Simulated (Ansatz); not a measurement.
`[OH][In]([F])[CH2]F` → `O[CH2][In]([F])[F]`  (isomerisation)

Isolated molecules relaxed with PBE0-D4/def2-TZVP in Ansatz; ΔE leaves out vibrations. CBS: MP2 limit from def2 TZ/QZ plus the TZ coupled-cluster correction, frozen cores. Functionals use def2-TZVPP. B3LYP here is the variant with VWN-RPA as its local correlation; programs differ in this. def2 core potentials past Kr. For In outer-core shells are correlated without core-valence functions, which leaves a few kJ/mol of doubt a bond. One conformer a species, not always the lowest.

```
             level  ΔE (kJ/mol)
         r2SCAN-D4        -45.2
           PBE0-D4        -41.3
            B2PLYP        -37.7
               PBE        -44.5
              PBE0        -40.5
             B3LYP        -39.7
     HF/def2-TZVPP        -28.1
SCS-MP2/def2-TZVPP        -33.5
```

(1) What does CCSD(T)/CBS give? (Best estimate.)

Largest T1 diagnostic among the species: 0.016.

Results:

(1) Ansatz gave: -36.6 kJ/mol. The listed levels differ from it by -8.6, -4.7, -1.1, -7.9, -3.9, -3.1, 8.5, 3.1 kJ/mol.

In def2-TZVPP, CCSD(T) changes the Hartree–Fock value by −5.2 kJ/mol (the triples alone add −1.5 kJ/mol) and MP2 by −8.0 kJ/mol. From PBE to PBE0 (25 % exact exchange), in def2-TZVPP and without D4, ΔE moves by +4.0 kJ/mol.
